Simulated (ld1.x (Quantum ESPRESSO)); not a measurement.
# Plane-wave convergence, TM potential for lithium (Li)

Li, norm-conserving Troullier–Martins (Kleinman–Bylander form), made with ld1.x (Quantum ESPRESSO) 7.5 (PBEsol, scalar-relativistic). Core none, reference 1s2 2s0 2p1. Waves: 2p (bound): rc 4.20 bohr; 3d channel at 0.05 Ry: rc 3.80 bohr; 1s (bound): rc 0.40 bohr. Local part: the s channel. Core correction: none.

The pseudo-atom Hamiltonian at the reference potential is diagonalised in spherical Bessel functions j_l(qr) that vanish at 20 bohr, with q² up to the cutoff. All-electron valence levels (Ry): 2p -0.1130, 1s -3.8898, 2s -0.2417.

**Question.** How do the lowest levels (Ry) of each channel move with the cutoff, and are there ghosts?

**Answer.**

| cutoff (Ry) | p #1 | p #2 | d #1 | s #1 | s #2 | s #3 | f #1 | f #2 | Σ f·Δε (mRy) |
| --- | --- | --- | --- | --- | --- | --- | --- | --- | --- |
| 8 | -0.1130 | 0.0192 | 0.0215 | -1.7959 | -0.1600 | 0.0064 | 0.0804 | 0.2002 | 4189.3 |
| 18 | -0.1130 | 0.0192 | 0.0215 | -2.4632 | -0.1910 | -0.0025 | 0.0804 | 0.2002 | 2854.8 |
| 35 | -0.1130 | 0.0192 | 0.0215 | -2.9702 | -0.2106 | -0.0076 | 0.0804 | 0.2002 | 1840.7 |
| 55 | -0.1130 | 0.0136 | 0.0215 | -3.3044 | -0.2227 | -0.0107 | 0.0804 | 0.2002 | 1172.3 |
| 90 | -0.1130 | -0.0361 | 0.0215 | -3.5777 | -0.2318 | -0.0129 | 0.0804 | 0.2002 | 625.8 |
| 140 | -0.1130 | -0.0587 | 0.0215 | -3.7533 | -0.2374 | -0.0143 | 0.0804 | 0.2002 | 274.6 |
| 230 | -0.1130 | -0.0725 | 0.0215 | -3.8589 | -0.2407 | -0.0150 | 0.0804 | 0.2002 | 63.3 |
| 400 | -0.1130 | -0.0799 | 0.0215 | -3.8906 | -0.2417 | -0.0152 | 0.0804 | 0.2002 | 0.0 |

Result: ghost state, extra bound levels that the all-electron valence spectrum of the same l lacks: p at -1.09 eV (a true bound ghost makes a file unfit for plane-wave use); 10 mRy is reached at over 300 Ry and 1 mRy at over 300 Ry.
